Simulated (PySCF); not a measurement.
C₂H₅FO₂Si, SMILES C[Si@H](F)C(=O)O. Atoms are numbered in the order given.

```xyz
11

C     -1.8581    -0.5384     0.8923
Si    -0.6297     0.5540     0.0085
F     -1.0127     0.6890    -1.5831
C      1.1052    -0.2458     0.2442
O      1.4999    -0.4943     1.3728
O      1.8282    -0.5031    -0.8683
H     -2.8594    -0.0679     0.9510
H     -1.9564    -1.5139     0.3752
H     -1.4907    -0.7263     1.9217
H     -0.5461     1.9376     0.5801
H      2.6758    -0.9022    -0.5553
```

The structure is a stationary point at PBE-D3(BJ)/def2-SVP. The structure was generated by enumeration; whether it is a known compound was not checked. One conformer was computed; it need not be the lowest.

All values below come from PBE-D3(BJ)/def2-SVP (PySCF).

Frequencies are harmonic and unscaled.

**Question.** Give all harmonic wavenumbers and intensities. (An estimate is asked for; the answer gives what the named calculation found.)

**Answer.** 
```tsv
mode	ν (cm⁻¹)	IR (km/mol)	moving atoms (share of kinetic energy)
1	39	3.0	O 66 %, C 13 %, F 12 %, H 8 %
2	120	5.5	O 38 %, F 26 %, H 16 %, C 15 %
3	148	0.2	H 92 %
4	170	1.5	C 25 %, H 24 %, O 22 %, F 18 %, Si 11 %
5	232	5.4	F 33 %, Si 21 %, H 21 %, C 19 %
6	296	3.8	O 43 %, F 23 %, C 15 %, Si 15 %
7	407	40.0	O 39 %, Si 34 %, H 15 %, C 11 %
8	475	34.4	H 44 %, C 38 %, Si 11 %
9	646	19.8	H 49 %, C 34 %, O 9 %
10	677	91.2	H 48 %, O 32 %, C 14 %
11	703	56.6	H 67 %, C 15 %, O 11 %
12	742	30.5	H 58 %, C 32 %, O 8 %
13	748	32.9	H 40 %, C 26 %, Si 25 %
14	810	20.2	H 57 %, F 26 %, Si 9 %
15	852	134.6	H 70 %, C 13 %, Si 12 %
16	908	167.8	Si 41 %, H 30 %, F 25 %
17	1126	182.3	O 47 %, H 36 %, C 17 %
18	1217	31.1	H 77 %, C 22 %
19	1299	25.4	C 52 %, H 33 %, O 13 %
20	1375	6.7	H 96 %
21	1379	3.0	H 96 %
22	1744	191.5	C 60 %, O 38 %
23	2192	104.6	H 97 %
24	2982	0.2	H 97 %
25	3086	0.4	H 91 %, C 9 %
26	3091	0.6	H 91 %, C 9 %
27	3532	21.6	H 94 %
```
